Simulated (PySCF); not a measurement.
TDDFT excited states: C7H9F3S

C₇H₉F₃S.
Geometry (PBE0-D3(BJ)/def2-SVP, Å), atoms numbered from 1 in this order:
```xyz
20
C7H9F3S angstrom
C     -1.4573   -1.0585   -0.3638
C     -0.8174   -0.0292    0.5611
C     -1.0776    1.4015    0.0719
C      0.0220    1.7005   -0.9148
S      0.0113    2.8625   -2.0420
C      1.1432    0.7196   -0.6703
C      0.7268   -0.0437    0.5883
C      1.3854   -1.3922    0.7348
F      2.6983   -1.2570    0.9542
F      1.2508   -2.1558   -0.3569
F      0.8727   -2.0748    1.7646
H     -1.0976   -0.9652   -1.4003
H     -2.5476   -0.9124   -0.3791
H     -1.2612   -2.0871   -0.0314
H     -1.2083   -0.1781    1.5790
H     -2.0762    1.5727   -0.3539
H     -0.9603    2.1177    0.9066
H      1.2071    0.0419   -1.5389
H      2.1184    1.2217   -0.5991
H      1.0508    0.5240    1.4763
```

Computed, not measured: PySCF, TDDFT B3LYP/def2-SVPD, vertical, gas phase, core orbitals frozen in the response.

```tsv
state	E (eV)	E (hartree)	f	main configurations (H = HOMO, L = LUMO)
S1	2.46	0.0904	0.0000	H→L (100%)
S2	5.47	0.2009	0.246	H-1→L (93%)
S3	5.51	0.2024	0.025	H→L+1 (96%)
S4	6.18	0.2269	0.031	H→L+2 (94%)
S5	6.23	0.2289	0.0035	H-3→L (56%), H-4→L (27%), H-5→L (11%)
S6	6.43	0.2362	0.0008	H-2→L (82%), H→L+3 (10%)
S7	6.43	0.2364	0.032	H→L+3 (63%), H→L+5 (18%), H-2→L (11%)
S8	6.51	0.2391	0.016	H-4→L (57%), H-3→L (34%)
S9	6.58	0.2417	0.0022	H→L+4 (54%), H→L+5 (28%), H→L+3 (13%)
S10	6.67	0.2451	0.0008	H→L+5 (45%), H→L+4 (37%)
```

Triplets (Tamm–Dancoff): T1 2.04 eV, H→L (99%); T2 3.20 eV, H-1→L (97%); T3 5.44 eV, H→L+1 (92%); T4 5.66 eV, H-5→L (36%), H-4→L (28%), H-3→L (26%).

The lowest singlet lies at 2.46 eV (504 nm, visible) and is dark (f under 0.0005); its leading configuration is HOMO→LUMO (100%). The strongest level in the table is S2 at 5.47 eV (227 nm, f = 0.246). S6/S7 lie within about 0.01 eV of each other. S1 has the pattern of n→π* at C=S. Weighted by f, the mean energy of these states is 5.69 eV. Orbital energies (eV): HOMO-3 -9.80, HOMO-2 -9.77, HOMO-1 -8.07, HOMO -6.32, LUMO -2.48, LUMO+1 -0.05, LUMO+2 0.63. Of the 10 states listed, 5 reach f = 0.01 and 1 stays under 0.0005. S1 lies in the visible range (380 to 750 nm), at 504 nm, dark in the vertical dipole picture (f under 0.0005); light of that wavelength is green, and its complementary colour is purple; a Tamm–Dancoff triplet lies at 608 nm, without intensity as long as spin–orbit coupling is left out. The window holds the lowest 10 singlets.

Time: 75 s wall, 2.8 min CPU; peak memory 1.8 GiB. Hardware: an Intel Xeon Platinum 8259CL at 2.50 GHz with 2 threads, on a shared host.

One conformer stands for the species.
